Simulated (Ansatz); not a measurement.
Reaction (SMILES): [SiH3][N-][SiH2]N[SiH3] → [SiH2-]N[SiH2]N[SiH3]
Each molecule is optimised on its own at B3LYP-D3(BJ)/def2-TZVP (Ansatz, an electronic-structure program), one conformer each, not searched for the lowest. Frequencies are from Ansatz.

Property: isomerisation energy (enthalpy at 298 K, with B3LYP-D3(BJ) rigid-rotor harmonic-oscillator terms), in kcal/mol. Valence correlation only, unless marked. No spin-orbit coupling. No relativistic terms. Anions need diffuse functions: aug- sets have them; def2-D sets add few; the other sets have none. CBS(X,Y): correlation extrapolated as X^-3; Hartree-Fock from the larger set. [CCSD(T)-MP2]/basis is that difference in the basis named.

| level | program | isomerisation energy (kcal/mol) |
|---|---|---|
| B97M-V/def2-TZVPD | Ansatz | 20.9 |
| PBE0/def2-SVP | Ansatz | 17.0 |
| r2SCAN0-D4/def2-TZVPD | Ansatz + dftd4 | 21.7 |
| r2SCAN0/def2-TZVPD | Ansatz | 21.9 |
| wB97X-V/def2-TZVPD | Ansatz | ___ |
| B2PLYP/def2-TZVPD | Ansatz | ___ |
| PBE-QIDH/def2-TZVPD | Ansatz | 21.7 |
| RPA@PBE/cc-pV(T+d)Z | Ansatz | 20.9 |
| SCS-MP2/aug-cc-pV(T+d)Z | Ansatz | 22.6 |
| SCS-MP2/cc-pV(Q+d)Z | Ansatz | 24.3 |
| CCSD/6-31G* | Ansatz | 17.0 |
| CCSD/cc-pV(T+d)Z | Ansatz | ___ |
| RI-MP2/CBS(aug-cc-pV(T+d)Z,aug-cc-pV(Q+d)Z)+[CCSD(T)-MP2]/aug-cc-pV(T+d)Z | Ansatz | 20.9 |

### Question
Fill in the missing entries.

### Answer

- wB97X-V/def2-TZVPD, isomerisation energy (kcal/mol): 21.4
- B2PLYP/def2-TZVPD, isomerisation energy (kcal/mol): 22.3
- CCSD/cc-pV(T+d)Z, isomerisation energy (kcal/mol): 21.2
